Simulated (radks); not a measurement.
Values are calculated unless marked as measured or tabulated.
Q: These are the eigenvalues of the occupied orbitals of an atom or ion with whole-number occupations (Ry). Code: a radial shooting solver on a logarithmic mesh with Libxc functionals. Model: Dirac Kohn-Sham, PBE, spin-unpolarised, spherical densities, finite nucleus; Fermi nuclear charge, rms radius of each element as measured or else 0.836 A^(1/3) + 0.57 fm.

| orbital | eigenvalue |
|---|---|
| 1s1/2 | -4642.932 |
| 2s1/2 | -791.5053 |
| 2p1/2 | -755.6682 |
| 2p3/2 | -673.5343 |
| 3s1/2 | -180.8680 |
| 3p1/2 | -164.9881 |
| 3p3/2 | -147.4689 |
| 3d3/2 | -120.4750 |
| 3d5/2 | -116.6499 |
| 4s1/2 | -37.56516 |
| 4p1/2 | -31.09455 |
| 4p3/2 | -27.11057 |
| 4d3/2 | -16.46462 |
| 4d5/2 | -15.73748 |
| 5s1/2 | -6.43224 |
| 5p1/2 | -4.62984 |
| 5p3/2 | -4.10987 |
| 4f5/2 | -2.71935 |
| 4f7/2 | -2.60700 |

Which element is it, and in what charge state? The configuration may be excited. Open shells, if any, are shared by 2j + 1.

A: Z = 71, lutetium, charge +3: Lu3+ in [Xe] 4f14. The list shows which subshells hold electrons but not how many an open one holds; the 1s level, -2321.5 hartree, gives Z - s = 68.1 by -(Z - s)^2/2, which with screening and relativity narrows Z to a few neighbours, and the depths of the outer levels then fix element, charge and occupations together.
